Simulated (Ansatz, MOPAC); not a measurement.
Species: CaO, charge 0, multiplicity 1. SMILES: [O]=[Ca]
Geometry: optimised at B3LYP-D3(BJ)/def2-TZVP (Ansatz, a program for electronic structure).

Property: vertical electron affinity to the doublet, in eV. Terms: open shells spin-unrestricted; each state is the SCF solution reached for its charge and spin; frozen cores in correlated levels (noble-gas shells and the d and f shells of earlier blocks; the outer core of K, Ca and congeners matters and is frozen too); LANL2DZ with its own core potentials from Na on; PM7 with its own dispersion and hydrogen-bond terms; six Cartesian d functions in 6-31G* and its kin unless marked 5d; non-relativistic; 6-311+G** with 5d; no spin-orbit coupling. Ab initio and DFT rows: single points at B3LYP-D3(BJ) geometries (Ansatz). Semi-empirical rows: differences of heats of formation at the shared geometry for vertical values. A UHF reference is markedly spin-contaminated in at least one set, which strains HF and MP2.

```csv
level,program,vertical electron affinity to the doublet (eV)
AM1,MOPAC,1.33
PM3,MOPAC,1.67
PM6,MOPAC,1.85
PM7,MOPAC,1.62
HF/6-31G* with LANL2DZ past Ar,Ansatz,2.99
HF/6-311+G**,Ansatz,1.34
PBE/6-31G*,Ansatz,0.70
PBE/6-31G* with LANL2DZ past Ar,Ansatz,1.07
PBE/6-311+G**,Ansatz,0.81
B3LYP/STO-3G,Ansatz,-1.39
B3LYP/3-21G,Ansatz,1.38
B3LYP/6-31G*,Ansatz,0.78
B3LYP/6-31G* with LANL2DZ past Ar,Ansatz,1.32
MP2/6-31G* with LANL2DZ past Ar,Ansatz,-0.36
PBE/def2-TZVPD,Ansatz,0.73
PBE0/def2-TZVPD,Ansatz,0.80
```

No value to compare with is used here. The 14 habitual levels span -1.39 (B3LYP/STO-3G) to 2.99 eV (HF/6-31G* with LANL2DZ past Ar); PBE/def2-TZVPD gives 0.73.

The levels are drawn from those run, B3LYP/6-31G* more often than the rest, none by its result; runs whose electronic state is in doubt are left out.
